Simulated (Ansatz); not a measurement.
Wavefunction ladder for CH4BF2N (`NBC(F)F`)

```xyz
9

N    -0.0727   -0.3279    1.3893
B     0.6251   -0.0435    0.2366
C    -0.1962    0.1874   -1.1116
F    -1.5529    0.1437   -0.8946
F     0.0812    1.4237   -1.6302
H     0.3628   -0.4835    2.2819
H    -1.0795   -0.3730    1.4025
H     1.8176    0.0183    0.2281
H     0.0145   -0.5451   -1.9019
```

Total charge 0; spin multiplicity 1. The geometry is a stationary point of PBE0-D4/def2-TZVP. It is one conformer, not always the lowest. Frozen core, restricted reference, Ansatz 0.2.0. CBS rows extrapolate triple and quadruple zeta; past MP2 they add the triple-zeta difference.

```
     basis     HF (Eh)  MP2 corr.  CCSD corr.    (T)  CCSD(T) total
  def2-SVP  -317.99937   -0.75308           ?      ?              ?
def2-TZVPP  -318.38684   -0.97322    -0.99863      ?              ?
def2-QZVPP           ?   -1.05465           –      –              –
 CBS(def2)  -318.40299   -1.11496    -1.14037  as TZ     -319.57724
```

**Question.** Fill in the withheld values. (An estimate is asked.)

**Answer.** Ansatz gave: def2-SVP CCSD corr.: -0.78902; def2-SVP (T): -0.01769; def2-SVP CCSD(T) total: -318.80608; def2-TZVPP (T): -0.03388; def2-TZVPP CCSD(T) total: -319.41935; def2-QZVPP HF (Eh): -318.40104.
